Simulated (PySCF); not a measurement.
**MP2 beside CCSD(T) along group 14: bonds to Sn**

MP2 and CCSD(T) in PySCF with def2-SVP on every atom (core potentials on Sn, Pb), for the lowest determinant that a PBE0 search found; no spin–orbit coupling.

```tsv
molecule	state (unpaired electrons)	MP2 Re (Å)	MP2 ωe (cm⁻¹)	MP2 De (eV)	CCSD(T) Re (Å)	CCSD(T) ωe (cm⁻¹)	CCSD(T) De (eV)
SnC	triplet (σ ↑, π ↑)	2.005	760	2.59	2.041	653	2.76
SnGe	triplet (π ↑↑)	2.584	240	2.14	2.604	233	2.14
Sn2	triplet (π ↑↑)	2.776	193	1.92	2.795	188	1.93
SnPb	triplet (π ↑↑)	2.847	164	1.83	?	?	?
```

Q: Estimate the CCSD(T) values of SnPb by adding the mean shift from MP2 to CCSD(T) of the other rows, and compare with the calculation.

A: The mean shifts are +2.5 pm, -40 cm⁻¹ and +0.06 eV, which give 2.872 Å, 124 cm⁻¹ and 1.89 eV. CCSD(T)/def2-SVP gives Re = 2.865 Å, ωe = 161 cm⁻¹, De = 1.83 eV.

Q: What are the mean differences of MP2 from CCSD(T) over the whole series?

A: Re -2.3 pm, ωe +30 cm⁻¹, De -0.04 eV.

In a basis of this size CCSD(T) is itself not converged; it tends to give bonds that are too long and too weak.

Correlated steps freeze the inner cores (5 to 13 orbitals); shallow outer-core shells are correlated. UHF and ROHF references stand side by side, which adds small steps between rows. Correlated levels converge slowly with the basis: in double zeta they bind strong bonds too weakly, by up to about 1 eV, and carry superposition errors of some tenths. Spin–orbit coupling is left out, which matters for elements this heavy, above all for dissociation energies. The CCSD T1 diagnostic is raised in SnC, a sign that a single reference may not be enough there. States were picked by a PBE0 search and need not be the measured ground states.
